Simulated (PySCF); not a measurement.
Saddle point of GeNH7, singlet (GeH₄ + NH₃ → GeNH₅ ([NH2][GeH3]) + H₂; bonds formed: Ge1–N7, H2–H6; bonds broken: Ge1–H2, H6–N7), PBE0-D4/def2-TZVP structure:

Ge1  (-0.781, -0.439, -0.180)
H2  (0.834, -1.282, 0.767)
H3  (-0.571, -1.539, -1.224)
H4  (-1.538, -0.774, 1.107)
H5  (-1.672, 0.636, -0.902)
H6  (1.180, -0.165, 0.546)
N7  (0.760, 0.816, 0.047)
H8  (0.589, 1.615, 0.651)
H9  (1.199, 1.131, -0.813)
(Å)

Energies are electronic, without zero-point energy. Barriers and step energies count from the start structure reached by relaxing down the imaginary mode; all methods use the PBE0-D4 structures, on which another method's saddle can fall below an end. Computed with PySCF 2.14 with density fitting (its default auxiliary sets; JK sets also for MP2 and CCSD(T)) (basis: def2-TZVPP, with def2-QZVPP for the basis limit); correlated methods freeze the cores. Filled d shells of the heavier atoms are correlated. The def2 sets are not built for correlating such inner shells, so the correlated values are less sure here. B3LYP uses VWN-RPA correlation. Extrapolation: Hartree–Fock as exp(−7.88 √X), correlation as X^−2.97.

| method | barrier (eV) | step energy (eV) |
| --- | --- | --- |
| SPW92 | 1.755 | 0.389 |
| PBE-D4 | ? | 0.334 |
| r2SCAN-D4 | ? | 0.325 |
| PBE0-D4 | 2.188 | 0.361 |
| B3LYP-D4 | 2.295 | 0.335 |
| BHLYP-D4 | 2.477 | 0.364 |
| wB97M-V | 2.344 | 0.348 |
| HF | ? | 0.397 |
| MP2 | 2.373 | 0.252 |
| CCSD | 2.487 | 0.344 |
| CCSD(T) | 2.393 | 0.317 |

Task: Fill in the withheld barriers. (Judge from chemistry; the value comes from the calculation.)

Result: By the calculation: PBE-D4 2.030; r2SCAN-D4 2.176; HF 2.904 eV. Each is the energy of the saddle less that of the start structure, by the same method.

For comparison, the barrier by CCSD(T) at an estimated basis limit (MP2 extrapolated from triple and quadruple zeta, plus CCSD(T) − MP2 in triple zeta) is 2.422 eV.

The T1 diagnostic stays at or below 0.013.

Labels in which every atom is bracketed show which atoms are joined, not bond orders.

For scale, one of the runs: CCSD(T)/def2-TZVPP, 177 basis functions, launched by `OMP_NUM_THREADS=4 python run.py`. Time: 4.1 min of wall clock on 4 CPU threads of an Arm Neoverse V2; the host was shared. Peak host memory: 1.9 GiB.
